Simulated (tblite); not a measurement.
Parent: `[CH3:1][C:2]1=[CH:3][P:4]1[CH2:5][P:6]([CH3:7])[CH3:8]` with C3–P4–C5–P6 31°, P4–C5–P6–C7 171°, C6H12P2.

The geometries are computed with GFN2-xTB (gas phase). One conformer each, not checked by frequencies here.

```
coordinate of the parent    value
                   C1–C2  1.468 Å
                   C2=C3  1.309 Å
                   C3–P4  1.836 Å
                   P4–C5  1.888 Å
                   C5–P6  1.856 Å
                   P6–C7  1.852 Å
                   P6–C8  1.847 Å
                   C2–P4  1.837 Å
                C1–C2–C3   147.6°
                C1–C2–P4   143.3°
                C3–C2–P4    69.1°
                C2–C3–P4    69.2°
                C3–P4–C5   100.9°
                C2–P4–C3    41.7°
                C2–P4–C5   100.2°
                P4–C5–P6   111.2°
                C5–P6–C7    97.7°
                C5–P6–C8    97.7°
                C7–P6–C8    98.5°
```

Problem. How does the shared frame change in `[CH3:1][C:2]1=[CH:3][P@@:4]1(=[S:5])[CH2:6][P:7]([CH3:8])[CH3:9]` with C3–P4–C6–P7 -92°, P4–C6–P7–C8 30°, C6H12P2S? Atoms pair as C1 = C1, C2 = C2, C3 = C3, P4 = P4, C5 = C6, P6 = P7, C7 = C9, C8 = C8 (parent first).

Solution. 
```csv
parent,relative,value in the relative,change
C1–C2,C1–C2,1.470 Å,+0.002
C2=C3,C2=C3,1.339 Å,+0.030
C3–P4,C3–P4,1.804 Å,-0.032
P4–C5,P4–C6,1.845 Å,-0.043
C5–P6,C6–P7,1.876 Å,+0.020
P6–C7,P7–C9,1.843 Å,-0.009
P6–C8,P7–C8,1.845 Å,-0.002
C2–P4,C2–P4,1.818 Å,-0.019
C1–C2–C3,C1–C2–C3,141.8°,-5.8
C1–C2–P4,C1–C2–P4,150.0°,+6.7
C3–C2–P4,C3–C2–P4,67.8°,-1.3
C2–C3–P4,C2–C3–P4,68.9°,-0.3
C3–P4–C5,C3–P4–C6,111.2°,+10.3
C2–P4–C3,C2–P4–C3,43.4°,+1.7
C2–P4–C5,C2–P4–C6,109.3°,+9.1
P4–C5–P6,P4–C6–P7,117.7°,+6.5
C5–P6–C7,C6–P7–C9,98.9°,+1.2
C5–P6–C8,C6–P7–C8,98.5°,+0.8
C7–P6–C8,C9–P7–C8,98.4°,-0.1
```

Of the parent's bonds, P4–C5 changes most (-0.043 Å). Bonds of the relative outside the shared frame: P4=S5 1.943 Å. Point group C1 → C1.

Problem. How does the shared frame change in `[CH3:1][C:2]1=[CH:3][P@@:4]1(=[O:5])[CH2:6][P:7]([CH3:8])[CH3:9]` with C3–P4–C6–P7 144°, P4–C6–P7–C8 68°, C6H12OP2? Atoms pair as C1 = C1, C2 = C2, C3 = C3, P4 = P4, C5 = C6, P6 = P7, C7 = C9, C8 = C8 (parent first).

Solution. 
| parent | relative | value in the relative | change |
| --- | --- | --- | --- |
| C1–C2 | C1–C2 | 1.473 Å | +0.005 |
| C2=C3 | C2=C3 | 1.345 Å | +0.036 |
| C3–P4 | C3–P4 | 1.801 Å | -0.035 |
| P4–C5 | P4–C6 | 1.830 Å | -0.058 |
| C5–P6 | C6–P7 | 1.872 Å | +0.016 |
| P6–C7 | P7–C9 | 1.847 Å | -0.005 |
| P6–C8 | P7–C8 | 1.843 Å | -0.004 |
| C2–P4 | C2–P4 | 1.799 Å | -0.038 |
| C1–C2–C3 | C1–C2–C3 | 140.0° | -7.6 |
| C1–C2–P4 | C1–C2–P4 | 151.6° | +8.3 |
| C3–C2–P4 | C3–C2–P4 | 68.1° | -1.0 |
| C2–C3–P4 | C2–C3–P4 | 68.0° | -1.2 |
| C3–P4–C5 | C3–P4–C6 | 111.3° | +10.4 |
| C2–P4–C3 | C2–P4–C3 | 43.9° | +2.2 |
| C2–P4–C5 | C2–P4–C6 | 113.7° | +13.5 |
| P4–C5–P6 | P4–C6–P7 | 115.5° | +4.3 |
| C5–P6–C7 | C6–P7–C9 | 98.0° | +0.3 |
| C5–P6–C8 | C6–P7–C8 | 98.3° | +0.6 |
| C7–P6–C8 | C9–P7–C8 | 98.2° | -0.3 |

Of the parent's bonds, P4–C5 changes most (-0.058 Å). Bonds of the relative outside the shared frame: P4=O5 1.471 Å. Point group C1 → C1.
